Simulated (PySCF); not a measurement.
# A thermochemical cycle for SiSn

PBE in PySCF with def2-SVPD on every atom (core potentials on Sn), for the lowest determinant that a PBE0 search found; no spin–orbit coupling. SiSn, a triplet (π ↑↑), has De = 3.01 eV to neutral atoms, and SiSn⁺, a quartet (σ ↑, π ↑↑), has De = 3.00 eV to Si + Sn⁺.

The adiabatic ionisation energy of SiSn, between the minima, is 7.26 eV.

Problem. Which ionisation energy of the Sn atom does this level give?

Solution. IE(Sn) = IE(molecule) + De(ion) − De(neutral) = 7.26 + 3.00 − 3.01 = 7.25 eV; the measured value is 7.344 eV (NIST ASD).

Spin–orbit coupling is left out, which matters for elements this heavy, above all for dissociation energies. For an ion De counts to the pair picked by the measured ionisation energies or electron affinities, which need not be the lowest pair at this level. States were picked by a PBE0 search and need not be the measured ground states.
